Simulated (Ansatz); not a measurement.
Frontier orbitals of CH4Cl2GaN, SMILES `C[NH][Ga]([Cl])[Cl]`.

Total charge 0; spin multiplicity 1. Correlated methods include outer-core shells of Ga, which these sets cover unevenly. Scalar relativity is left out up to krypton. Geometry: relaxed with PBE0-D4/def2-TZVP. It is one conformer, not always the lowest. Basis def2-TZVPP, Ansatz.

Orbital energies of one run (eV). Highest occupied ones, from the top: -6.33, -8.10, -8.27, -8.30, -8.72, -9.24, -9.64, -10.75, -11.14, -11.96, -13.01, -17.65, -20.75, -21.06. Empty: -1.70, -1.16, 0.56, 0.97, 2.11, 2.50.

Problem. Which functional gave them?
A. BLYP
B. LC-ωPBE
C. ωB97M-V
D. B97M-V

Solution. D. HOMO energies: B97M-V -6.33, LC-ωPBE -10.12, ωB97M-V -9.64, BLYP -5.88 eV.

LC-ωPBE has ω = 0.4 bohr⁻¹.
